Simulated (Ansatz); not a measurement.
`Cl[CH](Cl)[InH2]` + NH₃ → `[NH2][InH2]` + `ClCCl` at 500 K and 1 bar (ligand exchange at the In–C bond).

Isolated molecules relaxed with PBE0-D4/def2-TZVP in Ansatz; ΔE leaves out vibrations. CCSD(T)/CBS adds triple-zeta CCSD(T) − MP2 to the extrapolated MP2 energy (def2 sets, frozen cores). This one scheme is used for every species. def2 core potentials past Kr. For In outer-core shells are correlated without core-valence functions, which leaves a few kJ/mol of doubt a bond.

| species | CCSD(T)/CBS energy (Eh) | H − E (kJ/mol) | S (J/(mol·K)) |
| --- | --- | --- | --- |
| `Cl[CH](Cl)[InH2]` | -1149.18442 | 120.1 | 413.5 |
| NH₃ | -56.50880 | 108.2 | 211.8 |
| `[NH2][InH2]` | -246.90424 | 126.5 | 321.9 |
| `ClCCl` | -958.80256 | 101.1 | 300.0 |

H − E and S are ideal-gas, rigid-rotor, harmonic terms from PBE0-D4/def2-TZVP, for one conformer and one mirror image of each species. 1 Eh = 2625.50 kJ/mol, R = 8.31446 J/(mol·K).

Q: By hand: ΔE, ΔH, ΔS and ΔG.

A: ΔE = (-246.90424) + (-958.80256) − (-1149.18442) − (-56.50880) = -0.01358 Eh = -35.7 kJ/mol. Δ(H − E) = 126.5 + 101.1 − 120.1 − 108.2 = -0.7, so ΔH = -36.4 kJ/mol. ΔS = 321.9 + 300.0 − 413.5 − 211.8 = -3.4 J/(mol·K). ΔG = -36.4 − 500 × (-3.4)/1000 = -34.7 kJ/mol.

Q: By hand: the equilibrium constant, and the temperature at which ΔG would vanish if ΔH and ΔS stayed fixed.

A: log₁₀ K = −ΔG/(RT ln 10) = 3.6. ΔG = 0 at ΔH/ΔS = 10706 K, far beyond where these terms or the molecules hold.

The number of gas molecules stays the same, so ΔS is small and ΔH decides. A doubt of 5 kJ/mol in ΔE shifts log₁₀ K by 0.5 here. Other conformers and mirror images would add mixing entropy, several J/(mol·K) or more a flexible species. These are equilibria of isolated gas molecules and say nothing of rates. Largest T1 diagnostic: 0.016 (customary marks: 0.02 for closed shells, 0.045 for open ones).
